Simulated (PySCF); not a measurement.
ECD: SMILES C=C[C@]12CC[C@H]1C2, C7H10

Molfile (atoms numbered from 1):
```
C7H10
     RDKit          3D

 17 18  0  0  0  0  0  0  0  0999 V2000
   -2.1750   -0.2710    1.3544 C   0  0  0  0  0  0  0  0  0  0  0  0
   -1.4248    0.5552    0.6408 C   0  0  0  0  0  0  0  0  0  0  0  0
   -0.2403    0.1682   -0.1153 C   0  0  2  0  0  0  0  0  0  0  0  0
    0.4917   -1.1703   -0.0313 C   0  0  0  0  0  0  0  0  0  0  0  0
    1.8387   -0.4294   -0.1603 C   0  0  0  0  0  0  0  0  0  0  0  0
    1.0936    0.8924   -0.2617 C   0  0  1  0  0  0  0  0  0  0  0  0
    0.1440    0.8410   -1.4094 C   0  0  0  0  0  0  0  0  0  0  0  0
   -3.0396    0.0735    1.8945 H   0  0  0  0  0  0  0  0  0  0  0  0
   -1.9559   -1.3231    1.4211 H   0  0  0  0  0  0  0  0  0  0  0  0
   -1.6760    1.6079    0.5854 H   0  0  0  0  0  0  0  0  0  0  0  0
    0.3727   -1.6629    0.9304 H   0  0  0  0  0  0  0  0  0  0  0  0
    0.2563   -1.8758   -0.8278 H   0  0  0  0  0  0  0  0  0  0  0  0
    2.4417   -0.6865   -1.0316 H   0  0  0  0  0  0  0  0  0  0  0  0
    2.4544   -0.5087    0.7327 H   0  0  0  0  0  0  0  0  0  0  0  0
    1.4193    1.8180    0.1840 H   0  0  0  0  0  0  0  0  0  0  0  0
    0.3749    0.2294   -2.2697 H   0  0  0  0  0  0  0  0  0  0  0  0
   -0.3827    1.7540   -1.6460 H   0  0  0  0  0  0  0  0  0  0  0  0
  1  2  2  0
  3  2  1  1
  3  4  1  0
  4  5  1  0
  5  6  1  0
  6  7  1  0
  6  3  1  0
  7  3  1  0
  1  8  1  0
  1  9  1  0
  2 10  1  0
  4 11  1  0
  4 12  1  0
  5 13  1  0
  5 14  1  0
  6 15  1  1
  7 16  1  0
  7 17  1  0
M  END
```

Computed with PySCF, TDDFT B3LYP/def2-SVPD circular dichroism and optical rotation, one conformer, gas phase. Geometry: GFN2-xTB.

The molecule is flexible and this is one conformer; a measurement averages over conformers. States above about 6.4 eV (minus the energy of the highest occupied orbital) lie near or above the ionisation threshold and depend on the basis.

(1) Assign R or S to each stereocentre.

(2) List the lowest 16 singlet excitations with oscillator and rotatory strengths.

Answers

(1) C3 R, C6 S.

(2) Rotatory strengths R in 10⁻⁴⁰ esu² cm², velocity form and length form (origin at the centre of mass); f in length form.
```csv
state,E (eV),λ (nm),f,R (velocity),R (length),main
1,6.15,202,0.203,+109.3,+102.6,"HOMO→LUMO 0.49, HOMO→LUMO+1 0.46"
2,6.31,197,0.235,+4.0,+9.1,"HOMO→LUMO+1 0.48, HOMO→LUMO 0.41"
3,6.60,188,0.008,+0.4,-1.9,HOMO→LUMO+2 0.95
4,6.75,184,0.010,-8.2,-8.2,HOMO→LUMO+3 0.94
5,6.97,178,0.015,+1.7,+1.8,"HOMO−1→LUMO 0.58, HOMO→LUMO+4 0.40"
6,7.04,176,0.046,-22.3,-22.7,"HOMO→LUMO+4 0.56, HOMO−1→LUMO 0.35"
7,7.42,167,0.010,-2.4,-2.3,HOMO→LUMO+5 0.93
8,7.50,165,0.007,-21.3,-18.1,HOMO→LUMO+6 0.91
9,7.56,164,0.008,-31.7,-30.5,HOMO−1→LUMO+1 0.91
10,7.69,161,0.003,+17.1,+17.0,HOMO−3→LUMO 0.93
11,7.72,161,0.013,+7.2,+7.4,HOMO→LUMO+7 0.97
12,7.98,155,0.010,+0.3,+1.4,"HOMO→LUMO+8 0.53, HOMO−1→LUMO+2 0.39"
13,8.02,155,0.021,-24.9,-25.3,"HOMO−1→LUMO+2 0.50, HOMO→LUMO+8 0.41"
14,8.10,153,0.004,-2.4,-2.6,HOMO−1→LUMO+3 0.87
15,8.13,152,0.095,-43.9,-45.1,HOMO−2→LUMO 0.71
16,8.28,150,0.020,+0.8,+1.0,HOMO−1→LUMO+4 0.90
```

For state 3 the two forms differ in sign, so the sign of R isn't settled.

Among the states computed, the strongest CD band (largest |R|) is state 1. The largest dissymmetry factor in size, g = 4R/(D+G), with D and G the electric and magnetic dipole strengths, is +0.063 for state 10 (velocity form, f = 0.003), among bands with |R| over 0.5. The mirror image has the same energies and oscillator strengths and all R with the opposite sign.
